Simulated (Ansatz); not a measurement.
Consider the isomerisation: `B[SiH2]B[SiH2]C` → `B[SiH](B)[SiH2]C`.

Program: Ansatz. Geometries: PBE0-D4/def2-TZVP. ΔE: electronic, gas phase. CCSD(T)/CBS adds triple-zeta CCSD(T) − MP2 to the extrapolated MP2 energy (def2 sets, frozen cores). Functionals use def2-TZVPP. B3LYP here is the variant with VWN-RPA as its local correlation; programs differ in this. Each species was taken in one conformer, which may not be the lowest.

| level | ΔE (kJ/mol) | difference from CCSD(T)/CBS |
| --- | --- | --- |
| PBE-D4 | -34.1 | -6.7 |
| r2SCAN-D4 | -32.5 | -5.1 |
| PBE0-D4 | -32.5 | -5.1 |
| B3LYP-D4 | -28.7 | -1.3 |
| ωB97X-V | -25.4 | 2.0 |
| ωB97M-V | -27.8 | -0.4 |
| B2PLYP | -28.0 | -0.6 |
| PBE | -32.3 | -4.9 |
| r2SCAN | -32.2 | -4.8 |
| PBE0 | -31.0 | -3.6 |
| B3LYP | -25.8 | 1.6 |
| HF/def2-TZVPP | -14.5 | 12.9 |
| MP2/def2-TZVPP | -32.8 | -5.4 |
| SCS-MP2/def2-TZVPP | -27.6 | -0.2 |
| CCSD/def2-TZVPP | -24.0 | 3.4 |
| CCSD(T)/def2-TZVPP | -27.2 | 0.2 |
| HF/def2-QZVPP | -14.4 | 13.0 |
| MP2/def2-QZVPP | -32.9 | -5.5 |
| SCS-MP2/def2-QZVPP | -27.5 | -0.1 |
| HF/CBS(def2) | -14.4 | 13.0 |
| MP2/CBS(def2) | -33.0 | -5.6 |
| CCSD/CBS(def2) | -24.3 | 3.1 |
| CCSD(T)/CBS | -27.4 | 0 |

Largest T1 diagnostic among the species: 0.015.

In def2-TZVPP, CCSD(T) changes the Hartree–Fock value by −12.7 kJ/mol (the triples alone add −3.2 kJ/mol) and MP2 by −18.3 kJ/mol.
